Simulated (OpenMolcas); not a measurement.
Co VII: CASPT2 settings compared

```json
{
 "Program": "OpenMolcas",
 "Basis": "ANO-L-VQZP [7s6p4d3f2g]",
 "Scalar Hamiltonian": "non-relativistic, point nucleus",
 "Active space": "3 electrons in 10 orbitals (3d 4d)",
 "State averaging": "2S+1 = 4 even, 10 roots; 2S+1 = 2 even, 28 roots kept (CI in the orbitals of an earlier block)",
 "Spin-orbit coupling": "state interaction with AMFI integrals over the reference wave functions, term energies averaged over their components"
}
```

Methods on the same reference wave functions:
A. CASSCF
B. SS-CASPT2, IPEA 0.15 Eh, real shift 0.5 Eh (closed shells correlated: 3s 3p)
C. SS-CASPT2, IPEA 0.5 Eh, sigma1 regulariser 0.05 Eh (closed shells correlated: 3s 3p)
D. SS-CASPT2, IPEA 0.15 Eh, imaginary shift 0.4 Eh (closed shells correlated: 2s 2p 3s 3p)

Energies in cm⁻¹ above 3d³ ⁴F_3/2, the measured ground level; measured values from Sugar and Corliss, J. Phys. Chem. Ref. Data 10, 1097 (1981).

```json
{"Level": "3d³ ⁴F_3/2", "A": "0.0", "B": "0.0", "C": "0.0", "D": "0.0", "Measured": "0.0"}
{"Level": "3d³ ⁴F_5/2", "A": "733", "B": "740", "C": "740", "D": "740", "Measured": "698"}
{"Level": "3d³ ⁴F_7/2", "A": "1715", "B": "1726", "C": "1725", "D": "1726", "Measured": "1610"}
{"Level": "3d³ ⁴F_9/2", "A": "2905", "B": "2910", "C": "2910", "D": "2910", "Measured": "2723"}
{"Level": "3d³ ⁴P_1/2", "A": "25371", "B": "21830", "C": "21940", "D": "21670", "Measured": "21096"}
{"Level": "3d³ ⁴P_3/2", "A": "25612", "B": "22060", "C": "22180", "D": "21900", "Measured": "21304"}
{"Level": "3d³ ²G_7/2", "A": "26119", "B": "23690", "C": "24010", "D": "23660", "Measured": ""}
{"Level": "3d³ ⁴P_5/2", "A": "26581", "B": "23040", "C": "23160", "D": "22890", "Measured": "22187"}
{"Level": "3d³ ²G_9/2", "A": "27048", "B": "24660", "C": "24970", "D": "24620", "Measured": ""}
{"Level": "3d³ ²P_3/2 [58 %]", "A": "34453", "B": "30040", "C": "30340", "D": "29910", "Measured": ""}
{"Level": "3d³ ²P_1/2", "A": "34477", "B": "30350", "C": "30640", "D": "30230", "Measured": ""}
{"Level": "3d³ ²H_9/2", "A": "34565", "B": "33180", "C": "33350", "D": "33190", "Measured": ""}
{"Level": "3d³ ²H_11/2", "A": "35247", "B": "33890", "C": "34060", "D": "33910", "Measured": ""}
{"Level": "3d³ ²D_3/2 [60 %]", "A": "38068", "B": "33340", "C": "33650", "D": "33200", "Measured": ""}
{"Level": "3d³ ²D_5/2", "A": "38292", "B": "33260", "C": "33590", "D": "33120", "Measured": ""}
```

Deviations, from unrounded energies. A percentage is the sum of absolute deviations over the sum of measured energies, with the sign that they share, or ± where signs differ.

| Against measurement | Levels | A | B | C | D |
| --- | --- | --- | --- | --- | --- |
| mean absolute deviation (cm-1) | 6 | 2200 | 450 | 510 | 370 |
| fine structure of the ground term (%) | 3 | +6.4 | +6.9 | +6.8 | +6.9 |
| other terms of the ground configuration (%) | 3 | +20.1 | +3.6 | +4.2 | +2.9 |

D lies closest to measurement on these levels and A furthest from it. The largest miss of D in the table is 3d³ ⁴P_5/2, by +700 cm-1. The ranking rests on the paired levels alone, and a cruder setting can come out closer through cancelling errors.

Among B to D the level of the table that moves most is 3d³ ²D_5/2, by 470 cm-1 (lowest in D, highest in C). Moves below CASPT2's spread within the term are not significant.

The mean deviations of B to D differ by less than CASPT2's widest spread within a term (440 cm-1), so their order carries little weight.

From A to B the spin-free energies of the other terms of 3d³ shown, above ⁴F, scale by factors of 0.86 to 0.96, as is usual when dynamic correlation screens the repulsion within a d or f shell.

The lowest spin-free term lies below A's lowest term by 0.336 hartree in B, 0.331 hartree in C, 0.397 hartree in D.

Term energies are means over components that CASPT2 splits; among the terms shown or strongly mixed into the levels shown the widest spread is 440 cm-1 (3d³ ²H, D). Terms from blocks run as CI alone lack orbitals of their own. Active for correlation alone: 4d; no level in the range computed is led by a configuration that fills it, so any true level of that kind is missing. Without dynamic correlation excited terms often stand tens of per cent too high (terms of higher spin than the ground term too low), and those without a measured partner can miss by more than the paired ones (holds for A). Computed and measured levels are paired by configuration, term and J; levels that our copy of the source lacks, or whose pairing is in doubt (as where it misses far off the trend of its configuration), stay unpaired and out of the deviations. Only configurations of the active space appear.

A share in square brackets marks a mixed level and gives the weight of the term that names it, the lowest over the columns.
